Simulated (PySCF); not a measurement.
Compound: C5H7F3N (doublet state).
Z-matrix (Å and degrees, GFN2-xTB geometry), rows numbered from 1:
```
N 
C   1  1.3806
C   2  1.4629  1  121.13
F   3  1.4381  2  110.74  1    83.78
F   3  1.3690  2  109.73  1  -165.06
C   3  1.5023  2  115.03  1   -38.84
C   6  1.3268  3  123.52  2  -176.11
C   7  1.4918  6  125.24  3    -1.98
F   8  1.3730  7  110.17  6  -173.53
H   1  1.0082  2  115.36  3  -158.95
H   1  1.0105  2  116.02  3   -21.70
H   2  1.0728  1  119.33  3   174.28
H   6  1.0776  3  115.34  2     1.32
H   7  1.0809  6  120.06  3   178.14
H   8  1.0955  7  111.79  6   -54.53
H   8  1.0966  7  111.42  6    67.92
```

The hyperfine couplings belong to this conformer and change with its torsions.

Identity: `N[CH]C(F)(F)/C=C\CF` [radical].

The calculation used UKS B3LYP, pcH-1 on C F H N, non-relativistic, mean-field spin-orbit, GIAO (PySCF 2.14.0). Geometry: GFN2-xTB, one conformer, isolated molecule. Couplings are sensitive to structure, and on GFN2-xTB geometries they can be far from those on DFT ones. Stability of the SCF solution: not tested.

Computed for the main isotopes (class means, splittings of 0.05 mT or more): g = 2.0026; F4/F5 19F +176.0 MHz (6.28 mT); H12 1H -50.7 MHz (1.81 mT); N1 14N +24.3 MHz (0.87 mT); H10/H11 1H +7.6 MHz (0.27 mT); H15/H16 1H +3.0 MHz (0.11 mT); 162 first-order lines, 16.85 mT wide.

What changes when 1H at H15/H16 is replaced by 2H at both sites?

Only the nuclear moment changes in this model. The ratio of g factors is 0.85744/5.58569 = 0.1535, so a goes from +3.0 to +0.5 MHz (0.016 mT). The spin goes from 1/2 to 1, so the 1:2:1 triplet becomes a 1:2:3:2:1 quintet. The spectrum then has 270 first-order lines over 16.71 mT, counting the new splitting although it is under 0.05 mT.

What changes when 14N at N1 is replaced by 15N?

Only the nuclear moment changes in this model. The ratio of g factors is -0.56638/0.40376 = -1.4028, so a goes from +24.3 to -34.0 MHz (1.214 mT). The spin goes from 1 to 1/2, so the 1:1:1 triplet becomes a 1:1 doublet. The spectrum then has 108 first-order lines over 16.34 mT.

Where do the 13C satellites of C2 appear, and how strong are they?

a = +70.7 MHz, or 2.52 mT in magnitude, and I = 1/2, so to first order each main line has two satellites, at ±1.26 mT. The isotope's abundance is about 1.07 %, shared among 2 lines, so each has 0.54 % of the main line's intensity.

Give position and intensity of the satellites from 13C at C3.

a = -16.9 MHz, or 0.60 mT in magnitude, and I = 1/2, so to first order each main line has two satellites, at ±0.30 mT. The isotope's abundance is about 1.07 %, shared among 2 lines, so each has 0.54 % of the main line's intensity.

Means are taken over nuclei equivalent by connectivity, which assumes that they swap fast. The 19F value of +176.0 MHz is a mean of couplings from 14.8 to 337.2 MHz in this one geometry, not an average over conformers. The 1H value of +7.6 MHz is a mean of couplings from -1.2 to 16.5 MHz in this one geometry, not an average over conformers.
